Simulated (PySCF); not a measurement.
# Two-component Hartree-Fock for Se+ (selenium, charge +1)

Start: [Ar] 3d10 4s1 4p4; 4s1/2 filled at m_j = +1/2; 4p1/2 filled at m_j = +1/2; 4p3/2 filled at m_j = -1/2, +1/2, +3/2. Calculated with PySCF 2.14 in x2c-TZVPall-2c (6s7p4d1f, 54 functions): generalised Hartree-Fock with the X2C-1e Hamiltonian and a Gaussian nucleus; one run each with spin-orbit coupling (SO) switched off, then screened by Boettger's factors. This is a chosen level, not necessarily the ground level.

```
spinor shell  electrons  ε, spin-free (eV)  ε, screened SO (eV)  weight of nominal j (screened SO)  rms radius, screened SO (bohr)
       1s1/2          2           -12749.7             -12749.3                              1.000                          0.0508
       2s1/2          2            -1708.5              -1708.3                              1.000                           0.212
       2p1/2          2            -1499.1              -1527.8                              1.000                           0.187
       2p3/2          4            -1499.1              -1485.3                              1.000                           0.190
       3s1/2          2            -262.67              -262.60                              1.000                           0.613
       3p1/2          2            -195.05              -199.36                              0.996                           0.628
       3p3/2          4            -195.05              -192.90                              0.998                           0.639
       3d3/2          4            -82.718              -83.302                              0.937                           0.695
       3d5/2          6            -82.718              -82.225                              0.958                           0.694
       4s1/2          1            -38.017              -37.965                              1.000                            1.88
       4p3/2          3            -20.999              -22.404                              0.642                            2.21
       4p1/2          1            -20.999              -16.839                              0.635                            2.43
```

```csv
quantity,spin-free,screened SO
E (hartree),-2427.28911,-2427.40951
M_J,5/2,5/2
⟨J²⟩,8.769,8.770
⟨L²⟩,2.004,2.015
⟨S²⟩,3.766,3.759
```

Each row is a mean over spinors that exchange with the open shell spreads, by up to 1.244 eV (3s1/2).

Rows whose weight is well below 1 are mixtures of j = l ± 1/2: exchange outweighs spin-orbit coupling there, and the label is only the starting occupation.

Without spin-orbit coupling the j labels of p, d and f shells carry no meaning; the spin-free column gives the mean over the occupied spinors of each nl shell.
